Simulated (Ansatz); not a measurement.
Isolated molecules relaxed with PBE0-D4/def2-TZVP in Ansatz; ΔE leaves out vibrations. CCSD(T)/CBS adds triple-zeta CCSD(T) − MP2 to the extrapolated MP2 energy (def2 sets, frozen cores). Functionals use def2-TZVPP. B3LYP here is the variant with VWN-RPA as its local correlation; programs differ in this.

Reaction (isomerisation): `C1=C[SiH2]C=C1` → `C=C=C1C[SiH2]1`

| level | ΔE (kJ/mol) | difference from CCSD(T)/CBS |
| --- | --- | --- |
| B97M-V | 175.8 | -27.5 |
| PBE0-D4 | 186.3 | -17.0 |
| B3LYP-D4 | 183.3 | -20.0 |
| r2SCAN0-D4 | 188.6 | -14.7 |
| BHLYP-D4 | 200.3 | -3.0 |
| ωB97X-V | 195.4 | -7.9 |
| ωB97M-V | 192.1 | -11.2 |
| B2PLYP | 188.1 | -15.2 |
| PBE-QIDH | 199.9 | -3.4 |
| PBE0 | 182.9 | -20.4 |
| CAM-B3LYP | 186.8 | -16.5 |
| HF/def2-SVP | 213.9 | 10.6 |
| MP2/def2-TZVPP | 201.6 | -1.7 |
| SCS-MP2/def2-TZVPP | 202.6 | -0.7 |
| MP2/def2-QZVPP | 202.3 | -1.0 |
| SCS-MP2/def2-QZVPP | 203.5 | 0.2 |
| CCSD(T)/CBS | 203.3 | 0 |

Largest T1 diagnostic among the species: 0.013.

Leaving LDA and LC-ωPBE aside and taking each functional with its dispersion term where it has one, the values, not all of them listed here, spread over 28.9 kJ/mol, from PBE-D4 to BHLYP-D4. LDA lies +8.3 kJ/mol from PBE without D4. The D4 term adds +7.2 kJ/mol with B3LYP and +3.4 kJ/mol with PBE0; it sums over pairs of atoms, weighted by their polarisabilities, and B3LYP, whose exchange is more repulsive, gets the larger term.

CCSD(T)/CBS has its own doubt, a few kJ/mol and more with outer-core shells, so smaller differences from it don't rank the levels.
